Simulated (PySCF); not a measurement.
# Ionisation energy of S⁺ by level of theory

S⁺ [Ne] 3s2 3p3 (4S) → S²⁺ [Ne] 3s2 3p2 (3P), as a difference of total energies. Computed with PySCF 2.14 in aug-cc-pV(Q+d)Z (7s6p5d3f2g, 89 functions), with no relativity, point nucleus. Correlated levels: valence: [Ne] frozen. The calculations carry no spin-orbit coupling.

```json
{"method": "UHF", "ionisation energy (eV)": "22.724"}
{"method": "LDA", "ionisation energy (eV)": "23.410"}
{"method": "PBE", "ionisation energy (eV)": "23.319"}
{"method": "PBE0", "ionisation energy (eV)": "23.387"}
{"method": "r2SCAN", "ionisation energy (eV)": "23.517"}
{"method": "M06", "ionisation energy (eV)": "23.248"}
{"method": "wB97M-V", "ionisation energy (eV)": "23.066"}
{"method": "PW91", "ionisation energy (eV)": "23.375"}
{"method": "B3LYP", "ionisation energy (eV)": "23.254"}
{"method": "MP2 (valence)", "ionisation energy (eV)": "23.387"}
{"method": "SCS-MP2 (valence)", "ionisation energy (eV)": "23.197"}
```

Question: How much does correlation contribute at MP2 (valence)?

Answer: 23.387 − (22.724) = 0.663 eV, measured against UHF.

A first-order spin-orbit estimate (lowest level to lowest level, LS coupling) adds -0.061 eV.

Errors of the correlated levels include the incompleteness of this basis and the frozen core.

For comparison: 23.338 eV (measured; NIST Atomic Spectra Database, ionization energies).
